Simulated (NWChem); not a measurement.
# GaH3S2O; SMILES [OH][Ga]([SH])[SH]

```xyz
7

Ga     0.3113     0.0723     0.0000
O      2.0830     0.2234     0.0000
H      2.5756    -0.6028     0.0000
S     -0.7265    -1.8751     0.0000
H      0.4165    -2.5962     0.0000
S     -0.7912     1.9664     0.0000
H     -1.9962     1.3545     0.0000
```
Atoms are numbered in this order, from 1.

Level: PBE0/def2-SVP (NWChem), optimised geometry, unscaled harmonic frequencies. 

**Question.** List the harmonic frequencies with IR intensities, and the thermochemistry.

**Answer.** 
| frequency (cm⁻¹) | IR intensity (km/mol) |
|---|---|
| 107 | 5.3 |
| 140 | 1.7 |
| 153 | 10.9 |
| 162 | 17.6 |
| 249 | 0.4 |
| 281 | 147.2 |
| 374 | 5.4 |
| 442 | 61.2 |
| 670 | 13.3 |
| 709 | 104.2 |
| 728 | 33.6 |
| 796 | 72.8 |
| 2717 | 0.3 |
| 2718 | 0.9 |
| 3926 | 75.2 |

| Item | Result |
|---|---|
| zero-point energy | 20.2 kcal/mol |
| thermal correction to the enthalpy at 298.15 K (with zero-point energy) | 25.5 kcal/mol |
| heat capacity Cv | 23.1 cal/(mol K) |
| entropy at 298.15 K and 1 atm (symmetry number 1) | 86.2 cal/(mol K) |
| dipole moment | 2.22 D |

Rigid rotor and harmonic oscillator.
